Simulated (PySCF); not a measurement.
Delta-SCF ions had no search for a lower state. Excitations are Tamm–Dancoff values on a coarser integration grid. The basis has no diffuse functions, so Rydberg states are missing or too high.

# C10H9ClSi, SMILES `Clc1cccc2ccc([SiH3])cc12` (charge 0, multiplicity 1)

Method: PySCF with PBE-D3(BJ)/def2-TZVP // PBE0-D4/def2-SVP.

| Quantity | Result |
|---|---|
| HOMO | -5.65 eV |
| dipole moment | 1.91 D |
| HOMO–LUMO gap | 3.22 eV |
| LUMO | -2.43 eV |
| S1 excitation (TDA) | 3.96 eV |
| S1 oscillator strength | 0.063 |
| brightest of the four lowest singlets (TDA) | 3.96 eV |
| T1 excitation (TDA) | 2.82 eV |
| S1–T1 gap (TDA) | 1.15 eV |
| vertical ionisation energy (Delta-SCF) | 7.89 eV |
| total energy | -1135.5279 Ha |
| cost | very roughly 30 core-minutes |

```xyz
21

Si    -3.6536     0.0524     0.0559
C     -1.8002    -0.2494     0.0925
C     -1.2791    -1.5730     0.1199
C      0.0739    -1.8008     0.1462
C      0.9986    -0.7244     0.1468
C      2.3981    -0.9432     0.1737
C      3.2703     0.1188     0.1736
C      2.7866     1.4439     0.1468
C      1.4311     1.6781     0.1204
Cl     0.8696     3.3183     0.0877
C      0.4887     0.6108     0.1194
C     -0.9141     0.8116     0.0928
H     -4.2665    -0.5717    -1.1576
H     -4.3105    -0.5521     1.2562
H     -3.9099     1.5233     0.0390
H     -1.9632    -2.4268     0.1204
H      0.4624    -2.8223     0.1672
H      2.7712    -1.9699     0.1945
H      4.3489    -0.0526     0.1944
H      3.4773     2.2884     0.1466
H     -1.2795     1.8406     0.0723
```
Charge 0, spin multiplicity 1.
